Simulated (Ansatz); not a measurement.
Ansatz (an electronic-structure program) input for H2Sb, SMILES [SbH2] (connectivity only; charge and spin as stated), charge +1, multiplicity 1, B3LYP-D3(BJ)/def2-TZVPD. 

Ansatz 0.2 input:
```yaml
crystal:
  periodic: [false, false, false]
  atoms:
    - {symbol: Sb, position_ang: [0.00000000, -0.00000001, 0.04580628]}
    - {symbol: H, position_ang: [-0.00000000, -1.20636723, -1.16806019]}
    - {symbol: H, position_ang: [-0.00000000, 1.20636749, -1.16805993]}
basis:
  gaussian:
    orbitals: def2-TZVPD
hamiltonian:
  xc: b3lyp
  dispersion: d3bj
total_charge: 1
relax: {f_tol: 0.002, max_steps: 200}
```

Program output:

```
WARN ansatz: RAYON_NUM_THREADS=1 ignored (pool sized by the plan → 1); use --threads N
Functional definition: B3LYP
integrals: 0.01 GiB planned
585 factors; their error is unknown
mean field: 0.16 GiB planned
mean field evaluation 1: about -6562.0768 eV, gradient 1.6e1 eV
mean field evaluation 2: about -6562.4344 eV, gradient 1.3e1 eV
mean field evaluation 4: about -6562.8238 eV, gradient 4.8e-1 eV
mean field evaluation 8: about -6562.9589 eV, gradient 5.4e-3 eV
mean field -6562.95886849 eV, -241.1842898839 hartree, gradient 1.3e-5 eV, S^2 0.000000; 0 other end points of the search recorded, 0 dependent functions left out
the calculation of the forces begins
reference -6562.95906272 eV, -241.1842970214 hartree; 12, 12 occupied and 62, 62 virtual orbitals, 585 factors
relax step   1: F+E_penalty+E_count = -6563.01267408 eV  Δ(F+E_penalty+E_count) = +0.000e0 eV  max|allowed force component| = 4.474e-2 eV/Å  Δτ_max = 0.0000 Å  (28 SCF iters, accepted)
these checks for a lower state are left out or cut short: starts, cluster_reference, orbital_swaps, neighbouring_geometries, increment
integrals: 0.01 GiB planned
585 factors; their error is unknown
mean field: 0.16 GiB planned
mean field evaluation 16: about -6562.8237 eV, gradient 7.6e-4 eV
mean field -6562.95830714 eV, -241.1842692543 hartree, gradient 1.0e-5 eV, S^2 0.000000; 0 other end points of the search recorded, 0 dependent functions left out
the calculation of the forces begins
reference -6562.95850172 eV, -241.1842764053 hartree; 12, 12 occupied and 62, 62 virtual orbitals, 585 factors
relax step   2: F+E_penalty+E_count = -6563.01205129 eV  Δ(F+E_penalty+E_count) = +6.228e-4 eV  max|allowed force component| = 5.590e-2 eV/Å  Δτ_max = 0.0224 Å  (31 SCF iters, rejected (line search))
these checks for a lower state are left out or cut short: starts, cluster_reference, orbital_swaps, neighbouring_geometries, increment
integrals: 0.01 GiB planned
585 factors; their error is unknown
mean field: 0.16 GiB planned
mean field -6562.95919293 eV, -241.1843018068 hartree, gradient 1.0e-5 eV, S^2 0.000000; 0 other end points of the search recorded, 0 dependent functions left out
the calculation of the forces begins
reference -6562.95938732 eV, -241.1843089502 hartree; 12, 12 occupied and 62, 62 virtual orbitals, 585 factors
relax step   3: F+E_penalty+E_count = -6563.01297733 eV  Δ(F+E_penalty+E_count) = -3.033e-4 eV  max|allowed force component| = 1.001e-3 eV/Å  Δτ_max = 0.0080 Å  (31 SCF iters, accepted)
integrals: 0.01 GiB planned
585 factors; their error is unknown
mean field: 0.16 GiB planned
mean field evaluation 32: about -6562.8245 eV, gradient 1.9e-4 eV
mean field -6562.95919293 eV, -241.1843018068 hartree, gradient 1.0e-5 eV, S^2 0.000000; 1 other end points of the search recorded, 0 dependent functions left out
the calculation of the forces begins
reference -6562.95938732 eV, -241.1843089502 hartree; 12, 12 occupied and 62, 62 virtual orbitals, 585 factors
Total energy: -6563.01317171 eV, -241.1862854903 hartree
Atom 0 at     0.000000    -0.000000     0.043016 Å, force     0.000000     0.000000     0.001001 eV/Å
Atom 1 at    -0.000000    -1.214246    -1.166665 Å, force    -0.000000    -0.000285    -0.000500 eV/Å
Atom 2 at    -0.000000     1.214246    -1.166665 Å, force    -0.000000     0.000285    -0.000500 eV/Å
Dipole moment:    -0.000000     0.000000    -0.059944 e Å
```

The run converged.

Cost: roughly 6 core-seconds.
